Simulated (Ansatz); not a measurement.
Frontier orbitals of `CC(C)[NH][Zr]([Cl])([Cl])[Cl]`.

Cartesian coordinates in Å:
```
C -0.626 0.888 1.048
C 0.674 0.255 0.586
C 1.548 1.255 -0.155
N 0.393 -0.905 -0.253
Zr -1.277 -1.716 -0.960
Cl -2.620 -2.409 0.839
Cl -2.432 -0.108 -2.225
Cl -0.568 -3.515 -2.272
H -1.241 0.176 1.605
H -1.202 1.260 0.194
H -0.426 1.736 1.703
H 1.218 -0.092 1.476
H 1.796 2.102 0.490
H 2.484 0.795 -0.481
H 1.026 1.631 -1.038
H 1.253 -1.353 -0.557
```

Total charge 0; spin multiplicity 1. Correlated methods include outer-core shells of Zr, which these sets cover unevenly. Zr takes the def2 core potential. The structure was optimised at the PBE0-D4/def2-TZVP level. It is one conformer, not always the lowest. Basis def2-TZVPP, Ansatz.

Orbital energies of one run (eV). Highest occupied ones, from the top: -6.56, -7.89, -8.12, -8.17, -8.22, -8.57, -8.65, -8.69, -8.96, -9.13, -9.19, -9.38, -9.49, -9.76. Empty: -3.10, -2.68, -2.26, -1.58, -1.52, -0.98.

Problem. Which functional gave them?
A. LDA (SPW92)
B. HSE06 (plane-wave form)
C. r2SCANh
D. ωB97X-V

Solution. A. HOMO energies: LDA (SPW92) -6.56, HSE06 -7.29, ωB97X-V -10.06, r2SCANh -7.15 eV.
